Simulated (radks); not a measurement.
The numbers below are computed, except where a source is named.
Trend from Zr4+ to Cd4+: ionisation energy by Delta-SCF between NIST ground configurations, and size. Code: a radial shooting solver on a logarithmic mesh with Libxc functionals. Model: Dirac Kohn-Sham, LDA (Slater exchange, Perdew-Wang correlation), spin-unpolarised, spherical densities, point nucleus; open shells fill j = l - 1/2 first.

| species | configuration | configuration of the ion | IE (eV) | NIST (eV) | kind | -e(HOMO) (eV) | outermost | <r> outermost (bohr) | r at 0.001 e/bohr^3 (bohr) |
|---|---|---|---|---|---|---|---|---|---|
| Zr4+ | [Kr] | [Ar] 3d10 4s2 4p5 | 80.427 | 80.35 | semi-emp. | 72.289 (4p3/2) | 4p3/2 | 1.32 | 2.89 |
| Nb4+ | [Kr] 4d1 | [Kr] | 50.616 | 50.573 | exp. | 43.726 (4d3/2) | 4d3/2 | 1.60 | 2.99 |
| Mo4+ | [Kr] 4d2 | [Kr] 4d1 | 53.818 | 54.42 | semi-emp. | 46.633 (4d3/2) | 4d3/2 | 1.51 | 3.03 |
| Tc4+ | [Kr] 4d3 | [Kr] 4d2 | 56.934 | 57 | theory | 49.463 (4d3/2) | 4d3/2 | 1.44 | 3.03 |
| Ru4+ | [Kr] 4d4 | [Kr] 4d3 | 59.987 | 59 | theory | 52.234 (4d3/2) | 4d3/2 | 1.37 | 3.00 |
| Rh4+ | [Kr] 4d5 | [Kr] 4d4 | 62.448 | 63 | theory | 54.464 (4d5/2) | 4d5/2 | 1.31 | 2.97 |
| Pd4+ | [Kr] 4d6 | [Kr] 4d5 | 65.374 | 61 | theory | 57.118 (4d5/2) | 4d5/2 | 1.26 | 2.93 |
| Ag4+ | [Kr] 4d7 | [Kr] 4d6 | 68.263 | 65 | theory | 59.738 (4d5/2) | 4d5/2 | 1.21 | 2.89 |
| Cd4+ | [Kr] 4d8 | [Kr] 4d7 | 71.123 | 68 | theory | 62.331 (4d5/2) | 4d5/2 | 1.16 | 2.85 |

Reference values: NIST Atomic Spectra Database (exp. = measured, semi-emp. = semi-empirical, theory = theoretical value adopted there). Spin polarisation and multiplet splitting are left out, so open shells lie too high by an amount that depends on their filling.

Beside tabulated values, note that spin-unpolarised runs miss the spin-polarisation part of the exchange energy of open shells.
